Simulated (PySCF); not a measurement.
Cl$_{5}$W, doublet, at a GFN2-xTB geometry (such geometries of metal compounds can be far from the true shape) (core potentials on W). Base run: DF-HF/def2-SVP in PySCF.

The PySCF input:
```python
from pyscf import gto, scf

mol = gto.M(
    atom='''
W    -0.000000    0.000000   -0.000000
Cl    1.845527   -0.408177   -1.167973
Cl    0.962335   -0.981487    1.863601
Cl   -0.962335    0.981487   -1.863601
Cl   -1.635958   -1.502506    0.053472
Cl   -0.209570    1.910682    1.114501
''',
    basis='def2-svp',
    ecp={'W': 'def2-svp'},
    charge=0,
    spin=1,
    verbose=4,
)

mf = scf.UHF(mol)
mf = mf.density_fit(auxbasis='def2-universal-jkfit')
mf.kernel()
```

Each row names what was changed in the base input (with any setting that the change needs).

```csv
change,ΔE vs base (mEh),SCF cycles,<S^2>,outcome
base,0.000,19,0.763,converged
conv_tol = 1e-12,-,50,-,not converged
conv_tol = 1e-4,0.007,7,0.761,converged
DIIS = EDIIS,-,50,-,not converged
level_shift = 0.1 (with mf.max_cycle = 100),0.000,18,0.763,converged
diis_space = 4,0.000,20,0.763,converged
init_guess = huckel,0.001,16,0.763,converged
conv_tol = 1e-6,0.000,10,0.762,converged
diis = off (with mf.max_cycle = 100),-,100,-,not converged
level_shift = 0.5 (with mf.max_cycle = 100),0.000,22,0.763,converged
diis_space = 2,0.000,26,0.763,converged
diis_space = 12,0.000,17,0.763,converged
init_guess = sap,-0.009,18,0.763,converged
```

Open shells are given as the SCF converged; they aren't shown to be the lowest states, and a large step between rows can be another state.
